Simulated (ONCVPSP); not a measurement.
Transferability test, ONCV potential for Co

Co, optimised norm-conserving Vanderbilt (ONCV), made with ONCVPSP 4.0.1 (PBE, scalar-relativistic). Core [Ne], reference 3s2 3p6 3d7 4s1 (charge +1). Waves: 3s+4s: rc 1.55 bohr, ncon 4, nbas 9, qcut 5.9 1/bohr, 2 projectors; 3p: rc 0.75 bohr, ncon 4, nbas 8, qcut 10.8 1/bohr, 1 projector; 3d: rc 0.80 bohr, ncon 4, nbas 7, qcut 13.8 1/bohr, 2 projectors, debl 3.9 Ha. Local part: polynomial inside 0.65 bohr (lpopt 5, dvloc0 0 Ha). Core correction: polynomial model core, fcfact 0.25.

Energies are relative to the spin-unpolarised reference configuration 3s2 3p6 3d7 4s1; without spin polarisation the order of configurations can differ from experiment.

```json
{"valence configuration": "3s2 3p6 3d7 4s0", "charge": "+2", "ΔE all-electron (eV)": "16.786", "error AE − PS (meV)": "-1.0"}
{"valence configuration": "3s2 3p6 3d7.5 4s1.5", "charge": "0", "ΔE all-electron (eV)": "-9.991", "error AE − PS (meV)": "+0.1"}
```

Question: What are ΔE and the potential's error for 3s2 3p6 3d7 4s2?

Answer: ΔE = -9.031 eV all-electron; the error (AE − PS) is +1.2 meV.

Question: What are ΔE and the potential's error for 3s2 3p6 3d6 4s0?

Answer: ΔE = 52.655 eV all-electron; the error (AE − PS) is -3.0 meV.

Levels in the configuration 3s2 3p6 3d7 4s0:

| level | all-electron (eV) | pseudo (eV) |
| --- | --- | --- |
| 3s | -121.480 | -121.482 |
| 3p | -84.732 | -84.732 |
| 3d | -27.064 | -27.068 |
